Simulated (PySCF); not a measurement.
## Ionisation energy of Tb⁶³⁺ by level of theory

Tb⁶³⁺ 1s2 (1S) → Tb⁶⁴⁺ 1s1 (2S), as a difference of total energies. Calculation: PySCF 2.14, in an even-tempered Gaussian basis (17 s from 170 bohr⁻², ratio 2.2; 7 p from 250 bohr⁻², ratio 2.4; 4 d from 750 bohr⁻², ratio 2.4; 3 f from 1100 bohr⁻², ratio 2.4; 3 g from 1700 bohr⁻², ratio 2.4); the spin-free X2C one-electron Hamiltonian (Gaussian nucleus). Correlated levels: nothing frozen; virtual orbitals above 40 to 60 times the deepest correlated orbital energy dropped. The calculations carry no spin-orbit coupling.

| method | ionisation energy (eV) | difference from reference (eV) |
| --- | --- | --- |
| UHF | 59869.7 | +128.6 |
| LDA | 59792.7 | +51.6 |
| PBE | 59869.9 | +128.8 |
| PBE0 | 59870.1 | +129.0 |
| r2SCAN | 59876.6 | +135.5 |
| r2SCANh | 59876.1 | +135.0 |
| B97-3 | 59875.1 | +134.0 |
| MP2 (all electrons) | 59871.5 | +130.4 |
| SCS-MP2 (all electrons) | 59871.9 | +130.8 |

Reference: 59741.12 ± 0.09 eV (theoretical estimate listed by NIST; NIST Atomic Spectra Database, ionization energies).

For this ion Breit and QED terms and the two-electron picture change, all absent here, outweigh the differences among the correlated methods.
